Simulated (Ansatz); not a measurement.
Si₁₁AsH₂₂. Charge 0, multiplicity 2. Geometry r2SCAN-D4/def2-SVP, basis def2-TZVP, Ansatz.

Cartesian coordinates in Å:
```
Si 2.819 1.749 0.985
Si 1.012 -0.748 -2.220
Si 1.458 0.169 4.191
Si -1.745 -2.557 -0.206
As -1.101 1.088 0.518
Si -2.276 -1.762 -3.890
Si 2.927 1.786 3.333
Si -0.038 -0.945 -0.125
Si 0.760 2.533 0.154
Si -0.583 -0.131 -3.834
Si -0.649 0.743 3.360
Si -3.340 -1.886 -1.798
H 3.085 0.361 0.492
H 3.876 2.647 0.410
H 1.594 -2.075 -2.604
H 2.123 0.254 -2.164
H 1.851 -1.169 3.645
H 1.557 0.106 5.688
H -1.177 -3.882 -0.619
H -2.359 -2.702 1.154
H -1.717 1.322 -0.900
H -1.643 -3.089 -4.177
H -3.261 -1.465 -4.978
H 4.340 1.552 3.773
H 2.505 3.144 3.809
H 0.943 -1.282 0.957
H 0.872 2.783 -1.318
H 0.437 3.835 0.820
H 0.073 -0.018 -5.176
H -1.174 1.199 -3.487
H -1.729 -0.253 3.645
H -1.079 2.098 3.829
H -4.477 -2.861 -1.843
H -3.886 -0.542 -1.426
```

```tsv
run	HOMO (eV)	LUMO (eV)
A	-4.47	-3.56
B	-5.31	-2.74
C	-4.94	-3.11
D	-4.48	-3.88
E	-4.72	-3.55
F	-4.72	-3.23
```

HSE06 is defined as in plane-wave codes, on full-range PBE exchange. Single mean-field runs in def2-TZVP are fitted with def2-universal-jkfit.

HOMO and LUMO are taken over both spins.

The runs used B97M-V, HSE06, LDA (SPW92), PBE, PBE0, r2SCAN. Estimate which is which.

A PBE (0 % exact exchange); B PBE0 (25 % exact exchange); C HSE06 (range-separated); D LDA (SPW92) (0 % exact exchange); E B97M-V (0 % exact exchange); F r2SCAN (0 % exact exchange). Exact exchange lowers occupied and raises empty levels; among semilocal functionals meta-GGAs tend to open the gap a little, and such runs are hard to tell apart. The gap grows from 0.61 eV (LDA (SPW92)) to 2.58 eV (PBE0).
